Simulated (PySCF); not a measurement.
Highest harmonic wavenumber (cm⁻¹) of eight halogen compounds: PBE-D3(BJ) beside B3LYP-D3(BJ), computed with PySCF for isolated molecules in the bases named; differences from unrounded values. The eight are the first of their class met in an unordered collection, after screening for sound electronic states; none was chosen by its value. Each level has its own optimised geometry.

| molecule | basis | B3LYP-D3(BJ) | PBE-D3(BJ) | difference |
|---|---|---|---|---|
| (E)-2-chlorobut-2-ene (C4H7Cl), SMILES C/C=C(\C)Cl | def2-SVP | 3168 | 3103 | -65 |
| 1-bromo-3-fluoropropa-1,2-diene (C₃H₂BrF), SMILES FC=C=CBr | def2-SVP | 3190 | 3118 | -72 |
| C3HClF2, SMILES C(F)=C=C(F)Cl | def2-SVP | 3168 | 3087 | -82 |
| 1-chlorobuta-1,2-diene (C4H5Cl), SMILES C(=C=CCl)C | def2-SVP | 3189 | 3116 | -73 |
| C3H2Br2, SMILES BrC=C=CBr | def2-SVP | 3196 | 3124 | -72 |
| 1,2-difluorocyclobutene (C4H4F2), SMILES C1(F)CCC=1F | def2-SVP | 3112 | 3047 | -65 |
| C3H3ClF2, SMILES [C@H]1(Cl)[C@@H]([C@@H]1F)F | def2-SVP | 3181 | 3107 | -74 |
| 3-bromobuta-1,2-diene (C4H5Br), SMILES C=C=C(C)Br | def2-SVP | 3194 | 3127 | -67 |

PBE-D3(BJ) lies below B3LYP-D3(BJ) in 8 and above it in 0 of the eight; the mean signed difference is -71 and the largest -82 cm⁻¹.
